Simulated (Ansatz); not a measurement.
C₃H₇FOSi (`CC(C)O[Si]F`). The species carries charge 0 and has multiplicity 1.

```xyz
13

C    -1.0846    0.7176   -0.6932
C     0.0575    0.1075    0.0890
C    -0.3864   -1.0384    0.9713
O     1.0269   -0.3877   -0.8402
Si    2.5890   -0.0333   -1.1205
F     2.8909    1.1247   -0.0239
H    -1.5467   -0.0336   -1.3379
H    -1.8452    1.1064   -0.0124
H    -0.7318    1.5396   -1.3187
H     0.5319    0.8794    0.7043
H    -1.1293   -0.6944    1.6946
H    -0.8316   -1.8320    0.3668
H     0.4593   -1.4559    1.5208
```

(1) Give the diagnostics of a CCSD(T)/def2-TZVPP run (frozen core, the Gaussian-basis code of Ansatz). (Best estimate.)

Results:

(1) The calculation gave: T1 = 0.0131, largest single amplitude 0.030, largest double 0.096, (T) share of the correlation energy 3.6 %, 10 CCSD cycles. The RHF solution is stable towards an unrestricted one. T1 lies under the customary mark of 0.02 for closed shells.
